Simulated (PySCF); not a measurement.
A GIAO shielding run with PySCF (density fitting, non-relativistic, gas phase) on `C1[Si@@H](OC)[SiH2][C@@H]1C[SiH3]`, C4H14OSi3:

```
$ OMP_NUM_THREADS=1 python probes_run.py task.json out

{"job": {"kind": "nmr", "xc": "PBE0", "basis": "pcSseg-1"}, "charge": 0, "multiplicity": 1}
C      3.365445     0.239623    -0.921270
O      3.114113    -0.762164     0.012336
Si     1.707711    -1.123386     0.759790
C      0.180301    -1.436885    -0.381441
C     -0.612478    -0.111483    -0.199468
C     -2.119287    -0.324968    -0.121570
Si    -3.125662     1.283532    -0.089928
Si     0.281952     0.612296     1.362453
H      4.426762     0.210746    -1.171760
H      3.119226     1.224146    -0.512976
H      2.779656     0.082948    -1.830826
H      2.235485    -2.264310     1.500496
H      0.383684    -1.659140    -1.430241
H     -0.414418    -2.271212    -0.005618
H     -0.409497     0.533052    -1.062629
H     -2.438838    -0.922072    -0.982799
H     -2.349406    -0.923483     0.764042
H     -2.880678     2.041121    -1.321700
H     -4.553094     0.960276    -0.003511
H     -2.735915     2.100328     1.061692
H      0.566512     2.052591     1.225066
H     -0.531982     0.477827     2.578290
```

Hardware: 1 thread of an Arm Neoverse N1, shared host. The job also computes population analyses, field gradients, ring-centre shieldings.

(1) How large is the calculation?

(2) How long does it take, and how much memory does it need?

Results:

(1) 88 electrons, 227 basis functions and 1248 auxiliary functions.

(2) 86 s of wall time, with 14 SCF cycles and 5 response iterations; peak memory 1.1 GiB. Times on a shared host scatter by some tens of per cent.
